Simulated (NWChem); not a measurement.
TiN₂H₃F; SMILES [NH]=[Ti]([NH2])[F]

```xyz
7

Ti    -0.0388    -0.0549     0.0086
N     -1.6510     0.3525    -0.0061
H     -2.6650     0.2491    -0.0211
F      0.5417    -1.7516    -0.0068
N      1.0552     1.4783    -0.0055
H      2.0745     1.4641    -0.0081
H      0.7402     2.4447    -0.0190
```
Atoms are numbered in this order, from 1.

Program: NWChem. Medium grid unless said otherwise, to which SCAN and Minnesota functionals are sensitive. Coordinates come from a PBE0/def2-SVP optimisation. B3LYP is NWChem's, with the RPA form of VWN correlation.

Task: Order these by “dipole (D)”, lowest first: RPBE/def2-SVP; M06-L/def2-SVP; B3LYP/def2-SVP.

Result: RPBE/def2-SVP (1.63), B3LYP/def2-SVP (1.69), M06-L/def2-SVP (1.74)
